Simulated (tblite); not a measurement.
Record of a relaxation.

C6H12N2.
Numbering: `[CH2:1]=[CH:2][N:3]1[NH:4][CH2:5][CH2:6][C@@H:7]1[CH3:8]` (hydrogens: H9, H10 on C1; H11 on C2; H12 on N4; H13, H14 on C5; H15, H16 on C6; H17 on C7; H18, H19, H20 on C8)

Computed with GFN2-xTB (tblite), gas phase: L-BFGS steps from a force-field or distance-geometry start until the largest atomic force falls under 0.01 eV/Å. 6 of its 191 geometries are shown.

Step 0: E = -672.9038 eV, largest atomic force 2.372 eV/Å
```
atom  x, y, z in Å  |  force x, y, z in eV/Å
C1      2.645   -1.020    0.072   -0.792   0.783   0.479
C2      1.663   -0.683   -0.777    0.067   0.641   1.040
N3      0.601    0.173   -0.420   -0.142  -1.724  -0.774
N4      0.670    1.485    0.095    1.438   0.936   0.171
C5     -0.683    1.977    0.192   -0.255   0.754  -0.288
C6     -1.496    0.725    0.343   -0.676   0.418   0.845
C7     -0.800   -0.215   -0.595    0.879   0.094  -0.189
C8     -1.081   -1.602   -0.111   -1.697  -1.652  -0.133
H9      3.460   -1.677   -0.187   -0.140   0.283   0.062
H10     2.566   -0.581    1.082    0.457  -0.462  -0.674
H11     1.682   -1.094   -1.777   -0.496  -0.039  -0.170
H12     1.165    2.086   -0.585    0.140  -0.238   0.232
H13    -0.980    2.523   -0.735   -0.066  -0.083   0.440
H14    -0.757    2.641    1.055   -0.011   0.117  -0.077
H15    -1.377    0.337    1.373    0.011   0.290  -0.385
H16    -2.563    0.851    0.164    0.073   0.053  -0.175
H17    -1.079   -0.050   -1.648   -0.269  -0.175  -0.008
H18    -0.184   -2.215   -0.015   -0.268   0.036  -0.229
H19    -1.616   -1.597    0.877    0.732  -0.031  -0.783
H20    -1.840   -2.055   -0.815    1.012  -0.001   0.618
```

Step 38: E = -673.6558 eV, largest atomic force 0.142 eV/Å
```
atom  x, y, z in Å  |  force x, y, z in eV/Å
C1      2.690   -0.686   -0.009    0.030  -0.003  -0.010
C2      1.546   -0.763   -0.684   -0.013   0.006   0.019
N3      0.523    0.150   -0.628   -0.055  -0.060   0.074
N4      0.693    1.258    0.288   -0.019   0.013  -0.016
C5     -0.579    1.958    0.240    0.021   0.015  -0.020
C6     -1.545    0.779    0.286   -0.002   0.121   0.074
C7     -0.886   -0.255   -0.640   -0.065   0.081   0.045
C8     -1.167   -1.694   -0.187   -0.015  -0.010   0.008
H9      3.478   -1.393   -0.173    0.057  -0.010  -0.047
H10     2.847    0.073    0.733    0.054   0.015   0.029
H11     1.376   -1.535   -1.422    0.024  -0.012  -0.015
H12     1.462    1.823   -0.073   -0.003   0.016  -0.009
H13    -0.717    2.555   -0.675   -0.019  -0.056  -0.002
H14    -0.666    2.619    1.106    0.009  -0.077  -0.039
H15    -1.532    0.394    1.306   -0.097  -0.038  -0.005
H16    -2.565    1.037    0.011    0.037  -0.023  -0.085
H17    -1.250   -0.144   -1.672    0.008   0.089  -0.026
H18    -0.266   -2.293   -0.250   -0.006  -0.089   0.001
H19    -1.517   -1.721    0.842    0.060   0.007   0.043
H20    -1.931   -2.149   -0.810   -0.006   0.015  -0.020
```

Step 76: E = -673.8270 eV, largest atomic force 0.049 eV/Å
```
atom  x, y, z in Å  |  force x, y, z in eV/Å
C1      2.883   -0.454   -0.270    0.030  -0.003   0.017
C2      1.606   -0.771   -0.484    0.015   0.040  -0.025
N3      0.513   -0.137    0.030    0.024  -0.007   0.002
N4      0.646    1.168    0.605    0.001  -0.023  -0.024
C5     -0.576    1.899    0.284    0.000  -0.026   0.005
C6     -1.619    0.799    0.094   -0.034  -0.003   0.007
C7     -0.811   -0.341   -0.530   -0.009   0.007   0.019
C8     -1.344   -1.717   -0.149   -0.002  -0.010   0.011
H9      3.670   -1.046   -0.694    0.003  -0.015  -0.008
H10     3.181    0.365    0.359    0.010   0.019   0.007
H11     1.351   -1.633   -1.086    0.007   0.027   0.003
H12     1.462    1.625    0.194    0.014  -0.030   0.013
H13    -0.488    2.506   -0.629    0.000  -0.017  -0.001
H14    -0.813    2.558    1.122   -0.022   0.025  -0.032
H15    -2.010    0.480    1.060    0.027   0.015   0.003
H16    -2.446    1.116   -0.538   -0.010   0.008   0.005
H17    -0.795   -0.246   -1.631   -0.006   0.017   0.011
H18    -0.763   -2.501   -0.629   -0.041   0.004   0.013
H19    -1.269   -1.843    0.929   -0.021  -0.031  -0.011
H20    -2.384   -1.816   -0.450    0.014   0.002  -0.014
```

Step 114: E = -673.8415 eV, largest atomic force 0.031 eV/Å
```
atom  x, y, z in Å  |  force x, y, z in eV/Å
C1      2.890   -0.406   -0.315    0.003   0.012  -0.006
C2      1.610   -0.707   -0.534    0.009  -0.021  -0.005
N3      0.508   -0.159    0.057    0.005  -0.007  -0.010
N4      0.575    1.102    0.732    0.014  -0.007   0.017
C5     -0.554    1.878    0.239   -0.008   0.004   0.005
C6     -1.623    0.802    0.083    0.007   0.012   0.004
C7     -0.819   -0.361   -0.506   -0.001   0.001   0.009
C8     -1.370   -1.728   -0.120   -0.003   0.010   0.015
H9      3.663   -0.960   -0.815    0.000   0.022   0.007
H10     3.216    0.361    0.365   -0.031   0.001   0.004
H11     1.356   -1.520   -1.201    0.006  -0.003  -0.020
H12     1.468    1.542    0.514    0.013  -0.002  -0.014
H13    -0.358    2.367   -0.730   -0.010   0.001   0.012
H14    -0.815    2.640    0.975    0.005  -0.002  -0.008
H15    -2.002    0.521    1.065   -0.005   0.007  -0.007
H16    -2.450    1.108   -0.552    0.013  -0.003  -0.009
H17    -0.789   -0.278   -1.606    0.003  -0.011   0.006
H18    -0.782   -2.521   -0.575   -0.009  -0.004  -0.008
H19    -1.327   -1.847    0.960   -0.017  -0.004   0.015
H20    -2.401   -1.823   -0.450    0.004  -0.004  -0.007
```

Step 152: E = -673.8605 eV, largest atomic force 0.036 eV/Å
```
atom  x, y, z in Å  |  force x, y, z in eV/Å
C1      2.854   -0.066   -0.546   -0.011  -0.013   0.017
C2      1.623   -0.532   -0.748   -0.035   0.005   0.002
N3      0.520   -0.369    0.059    0.022  -0.008  -0.014
N4      0.443    0.711    0.980    0.026   0.006  -0.007
C5     -0.406    1.703    0.328   -0.009  -0.015  -0.009
C6     -1.528    0.819   -0.220   -0.011   0.002  -0.003
C7     -0.817   -0.528   -0.500   -0.003  -0.001  -0.002
C8     -1.527   -1.705    0.165    0.033   0.007   0.009
H9      3.651   -0.338   -1.212    0.007   0.006  -0.009
H10     3.125    0.571    0.278   -0.005   0.009  -0.005
H11     1.432   -1.197   -1.581    0.011  -0.001   0.013
H12     1.379    1.055    1.175   -0.024  -0.006  -0.001
H13     0.102    2.236   -0.493    0.005  -0.014   0.024
H14    -0.750    2.428    1.065   -0.009   0.004  -0.003
H15    -2.296    0.678    0.539    0.018   0.011  -0.020
H16    -1.986    1.238   -1.113    0.019  -0.021   0.022
H17    -0.739   -0.714   -1.576   -0.027   0.001  -0.009
H18    -0.984   -2.627   -0.032   -0.007   0.020   0.005
H19    -1.563   -1.547    1.239   -0.002  -0.009  -0.010
H20    -2.539   -1.805   -0.221    0.002   0.016   0.001
```

Step 190: E = -673.8718 eV, largest atomic force 0.006 eV/Å
```
atom  x, y, z in Å  |  force x, y, z in eV/Å
C1      2.777    0.150   -0.672    0.000  -0.004   0.000
C2      1.615   -0.474   -0.846    0.000  -0.001   0.002
N3      0.542   -0.514    0.024    0.001  -0.004  -0.003
N4      0.407    0.466    1.039   -0.002   0.005   0.002
C5     -0.364    1.554    0.438    0.001   0.001  -0.001
C6     -1.386    0.801   -0.426    0.004   0.001  -0.002
C7     -0.805   -0.634   -0.515    0.000   0.001  -0.001
C8     -1.600   -1.620    0.334   -0.001   0.002   0.001
H9      3.575    0.020   -1.378   -0.001   0.004   0.002
H10     2.987    0.795    0.165   -0.001  -0.002  -0.003
H11     1.474   -1.121   -1.702    0.002   0.004   0.002
H12     1.322    0.757    1.367    0.001  -0.001  -0.001
H13     0.253    2.219   -0.186   -0.002  -0.002   0.002
H14    -0.827    2.143    1.230    0.002   0.000  -0.001
H15    -2.367    0.785    0.044   -0.004   0.000   0.004
H16    -1.480    1.254   -1.411   -0.001   0.002  -0.003
H17    -0.761   -0.989   -1.547    0.002   0.000  -0.004
H18    -1.137   -2.603    0.293   -0.003   0.000   0.000
H19    -1.608   -1.283    1.367    0.001   0.000   0.000
H20    -2.622   -1.695   -0.030    0.002  -0.004   0.003
```

**Question.** Summarise the path.

**Answer.** The energy falls by 0.9680 eV from step 0 to step 190; nine tenths of that is first reached at step 57. It rises by more than 0.2 meV at steps 144, 147, 150, 153, 156 and 159. The largest force goes from 2.372 to 0.006 eV/Å. Among the bonds C6–C7 changes most, from 1.499 to 1.551 Å; the atoms move by 1.263 Å rms after alignment.

**Question.** Follow the three bonds and two angles with the largest change from start to end.

**Answer.** 
| step | E above end (eV) | largest force (eV/Å) | C6–C7 (Å) | C8–H20 (Å) | C8–H19 (Å) | C2–C1–H10 (°) | C2–N3–N4 (°) |
| --- | --- | --- | --- | --- | --- | --- | --- |
| 0 | 0.9680 | 2.372 | 1.499 | 1.129 | 1.124 | 115.2 | 128.3 |
| 8 | 0.5685 | 0.288 | 1.527 | 1.094 | 1.092 | 122.4 | 123.3 |
| 17 | 0.3792 | 0.318 | 1.534 | 1.090 | 1.090 | 124.3 | 119.6 |
| 25 | 0.2575 | 0.184 | 1.537 | 1.088 | 1.087 | 121.0 | 116.2 |
| 33 | 0.2292 | 0.135 | 1.539 | 1.087 | 1.088 | 121.3 | 116.4 |
| 41 | 0.2034 | 0.177 | 1.537 | 1.090 | 1.089 | 121.9 | 117.2 |
| 50 | 0.1466 | 0.260 | 1.542 | 1.089 | 1.089 | 123.0 | 118.3 |
| 58 | 0.0803 | 0.226 | 1.540 | 1.093 | 1.091 | 123.3 | 120.3 |
| 66 | 0.0514 | 0.074 | 1.531 | 1.088 | 1.087 | 123.6 | 120.1 |
| 74 | 0.0458 | 0.052 | 1.530 | 1.087 | 1.087 | 122.8 | 119.9 |
| 83 | 0.0395 | 0.060 | 1.530 | 1.086 | 1.088 | 122.5 | 119.6 |
| 91 | 0.0347 | 0.028 | 1.531 | 1.087 | 1.086 | 123.2 | 119.6 |
| 99 | 0.0341 | 0.021 | 1.530 | 1.087 | 1.086 | 123.1 | 119.9 |
| 107 | 0.0326 | 0.051 | 1.531 | 1.088 | 1.087 | 123.3 | 120.6 |
| 116 | 0.0298 | 0.036 | 1.532 | 1.088 | 1.087 | 123.6 | 121.4 |
| 124 | 0.0259 | 0.059 | 1.535 | 1.088 | 1.087 | 123.0 | 121.6 |
| 132 | 0.0216 | 0.049 | 1.538 | 1.087 | 1.087 | 123.4 | 121.2 |
| 140 | 0.0188 | 0.065 | 1.540 | 1.087 | 1.086 | 124.1 | 120.9 |
| 149 | 0.0133 | 0.038 | 1.546 | 1.087 | 1.087 | 123.8 | 120.8 |
| 157 | 0.0081 | 0.050 | 1.550 | 1.087 | 1.087 | 123.7 | 120.9 |
| 165 | 0.0036 | 0.040 | 1.552 | 1.087 | 1.087 | 123.6 | 120.5 |
| 173 | 0.0018 | 0.031 | 1.552 | 1.087 | 1.086 | 123.6 | 120.1 |
| 182 | 0.0004 | 0.019 | 1.552 | 1.087 | 1.086 | 123.5 | 120.4 |
| 190 | 0.0000 | 0.006 | 1.551 | 1.087 | 1.086 | 123.6 | 120.3 |

The cost below is that of the whole relaxation. On one thread of an Arm Neoverse V1, no GPU, shared host, this took 1.3 s of wall time.
